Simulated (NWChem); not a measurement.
Molecule: CH3NOSi; SMILES [SiH3]OC#N

```xyz
7

N      0.4439     2.3088     0.0000
C     -0.0851     1.2694     0.0000
O     -0.7091     0.1376     0.0000
Si     0.0974    -1.3785     0.0000
H      0.9278    -1.4761    -1.2211
H     -1.0090    -2.3548     0.0000
H      0.9278    -1.4761     1.2211
```
Atoms are numbered in this order, from 1.

Computed with NWChem. Geometry optimised at B3LYP/6-31G*; all other runs use it. Pople sets run with spherical d functions. Vzz has the sign of the potential's second derivative.

```tsv
quantity	level	value
solvation free energy (kcal/mol) in anisole	M06-2X/6-31G*, SMD	-2.3
vertical, lowest state with f > 0.02, singlet (eV)	B3LYP/aug-cc-pVDZ, TDA	7.86
Vzz N1 (a.u.)	PBE/6-31G*	-0.372
charge (e), ESP O3	Hartree-Fock/6-31G*	-0.42
dipole (D)	B3LYP/6-31G*	4.60
highest harmonic frequency (cm⁻¹)	B3LYP/6-31G*	2377
```
